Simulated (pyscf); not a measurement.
## HO–GeH(Cl)–Cl, singlet

Gas-phase minimum from PySCF at ωB97X-D3(BJ)/def2-SVP, one conformer. 

```
Ge
O 1 1.7529
H 2 0.9654 1 114.17
H 1 1.5178 2 108.21 3 179.92
Cl 1 2.1398 4 111.50 2 120.67
Cl 1 2.1400 4 111.47 2 -120.69
```

Properties at ωB97X-D3(BJ)/def2-SVP:

Harmonic wavenumbers, unscaled: 153, 156, 218, 269, 440, 459, 729, 729, 763, 915, 2287, 3899 cm⁻¹
Zero-point energy: 15.7 kcal/mol
Rotational symmetry number: 1
Entropy of this conformer at 298 K and 1 atm, rigid rotor and harmonic oscillator, modes under 100 cm⁻¹ raised to 100: 335.1 J/(mol K)
Dipole moment: 0.70 D

Single-point totals, which compare only within one level (frozen core for MP2 and CC):

| level | total energy (hartree) |
|---|---|
| ωB97X-D3(BJ)/def2-TZVP | -3073.99028 |
| PBE/def2-TZVP | -3073.23727 |
| r²SCAN/def2-TZVP | -3073.90567 |
| B3LYP-D3(BJ)/def2-TZVP | -3074.09274 |
| PBE0-D3(BJ)/def2-TZVP | -3073.37049 |
| M06-2X/def2-TZVP | -3073.96225 |
| ωB97M-D3(BJ)/def2-TZVP | -3074.14603 |
| HF/def2-TZVPP | -3070.57975 |
| MP2/def2-TZVPP | -3071.44656 |
| CCSD/def2-TZVPP | -3071.47791 |
| CCSD(T)/def2-TZVPP | -3071.51388 |

Soft torsions are taken as harmonic, which can shift the entropy by several J/(mol K). The CCSD(T) − MP2 part came from Ansatz, without density fitting, on the same reference. The frozen core leaves the outer d or s,p core shells of the metals and heavy elements correlated in the MP2 and CC values, and def2-TZVPP describes them poorly, so these totals are far from the basis limit. Elements up to Kr have no core potential and no relativistic terms here.
